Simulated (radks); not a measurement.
Problem. The mean radii <r> (bohr) of the occupied orbitals of an atom or ion are listed with their occupations. Method: Dirac Kohn-Sham, LDA (Slater exchange, Perdew-Wang correlation), spin-unpolarised, spherical densities, finite nucleus; Fermi nuclear charge, rms radius of each element as measured or else 0.836 A^(1/3) + 0.57 fm; computed with a radial shooting solver on a logarithmic mesh with Libxc functionals.

orbital  occ.      <r>
1s1/2       2  0.02113
2s1/2       2  0.08932
2p1/2       2  0.07444
2p3/2       4  0.08150
3s1/2       2   0.2342
3p1/2       2   0.2238
3p3/2       4   0.2371
3d3/2       4   0.2096
3d5/2       6   0.2137
4s1/2       2   0.5120
4p1/2       2   0.5174
4p3/2       4   0.5428
4d3/2       4   0.5534
4d5/2       6   0.5612
5s1/2       2    1.007
5p1/2       2    1.044

Name the element and its charge. Open shells, if any, fill j = l - 1/2 first.

Solution. Z = 66, dysprosium, charge +16: Dy16+ in [Kr] 4d10 5s2 5p2. The 1s radius gives Z: for a bare nucleus <r> = (2 gamma + 1)/(2Z) with gamma = sqrt(1 - (Z/c)^2), 0.02085 bohr for Z = 66, and screening makes it slightly larger (0.02113 here). The occupations add up to 50, and the charge is Z minus that.
